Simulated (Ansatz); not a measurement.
Cost and result for the atomization energy of GeH$_{6}$Sn (`[GeH3][SnH3]`) (8 atoms, 7 bonds).

Total charge 0; spin multiplicity 1. Correlated methods include outer-core shells of Ge, Sn, which these sets cover unevenly. Scalar relativity is left out up to krypton. Sn: def2 effective core potential. Geometry: relaxed with PBE0-D4/def2-TZVP. Program: Ansatz. All runs use 2 threads of a server CPU on a shared host. Times are those of one run each, without the atoms' runs, and a repeat can differ threefold. Electronic energies, without spin–orbit coupling; frozen cores. CCSD(T)/CBS adds CCSD(T) − MP2 in def2-TZVPP to the MP2 limit, and its time is that of the two runs behind it. T1 = 0.012. With those shells the extrapolation isn't a true limit. B3LYP takes the VWN-RPA correlation (the form of Gaussian; ORCA's B3LYP/G).

CCSD(T)/CBS is a level of theory with its own doubt, some kJ/mol a heavy atom from the limit and from the frozen cores, so smaller differences don't rank the functionals.

```tsv
level	functions	wall time	atomization (kJ/mol)	difference from CCSD(T)/CBS	per bond
LDA (SPW92)/def2-TZVPP	182	0.9 s	2124.8	197.3	28.2
BLYP-D4/def2-TZVPP	182	1.4 s	1860.0	-67.5	-9.6
revPBE-D4/def2-TZVPP	182	1.4 s	1825.8	-101.7	-14.5
PBE-D4/def2-TZVPP (with forces)	182	1.9 s	1857.9	-69.6	-9.9
CAM-B3LYP-D4/def2-TZVPP	182	2.4 s	1909.1	-18.4	-2.6
B3LYP-D4/def2-TZVPP (with forces)	182	3.3 s	1892.6	-34.9	-5.0
CCSD(T)/def2-SVP	88	3.4 s	1787.3	-140.2	-20.0
B2PLYP/def2-TZVPP	182	3.7 s	1866.6	-60.9	-8.7
ωB97X-V/def2-TZVPP	182	5.5 s	1930.1	2.6	0.4
ωB97M-V/def2-TZVPP (with forces)	182	8 s	1891.9	-35.6	-5.1
MP2/def2-QZVPP	351	12 s	1840.9	-86.6	-12.4
CCSD(T)/def2-TZVPP	182	56 s	1892.9	-34.6	-4.9
CCSD(T)/CBS(def2)	–	68 s	1927.5	0.0	0.0
```

In def2-TZVPP, CCSD(T) changes the Hartree–Fock value by +499.1 kJ/mol (the triples alone add +15.9 kJ/mol) and MP2 by +426.9 kJ/mol; breaking electron pairs costs correlation energy, which Hartree–Fock lacks. From r2SCAN to r2SCAN0 (25 % exact exchange), in def2-TZVPP and without D4, the atomization energy moves by −9.2 kJ/mol: exact exchange takes away binding that semilocal exchange gives to molecules. The D4 term adds +21.7 kJ/mol with B3LYP and +11.4 kJ/mol with PBE0; it sums over pairs of atoms, weighted by their polarisabilities, and B3LYP, whose exchange is more repulsive, gets the larger term.

Spin–orbit coupling would lower the free Sn atoms strongly, and the atomization energy with them, by more than many differences here. For some Ge, Se and Sn compounds the MP2-based and the directly extrapolated limit differ by 10 to 25 kJ/mol.
